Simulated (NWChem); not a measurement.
Molecule: BeF$_{2}$; SMILES [F][Be][F]

```xyz
3

Be     0.0000     0.0000     0.0000
F      0.0000     0.0000     1.3783
F      0.0000     0.0000    -1.3783
```
Atoms are numbered in this order, from 1.

All runs use the structure optimised with PBE0-D3(BJ)/def2-TZVP.

Task: List the 6 lowest vertical singlet excitations from Hartree-Fock/aug-cc-pVDZ, TDHF (NWChem).

Result: 
| state | energy (eV) | oscillator strength | leading excitation (squared amplitude) |
|---|---|---|---|
| S1 | 11.86 | 0.000 | HOMO−1 → LUMO+2 (0.44) |
| S2 | 11.86 | 0.000 | HOMO → LUMO+2 (0.44) |
| S3 | 12.56 | 0.165 | HOMO−2 → LUMO+2 (0.46) |
| S4 | 12.56 | 0.165 | HOMO−3 → LUMO+2 (0.46) |
| S5 | 13.25 | 0.000 | HOMO−1 → LUMO+6 (0.32) |
| S6 | 13.30 | 0.000 | HOMO−1 → LUMO+6 (0.35) |
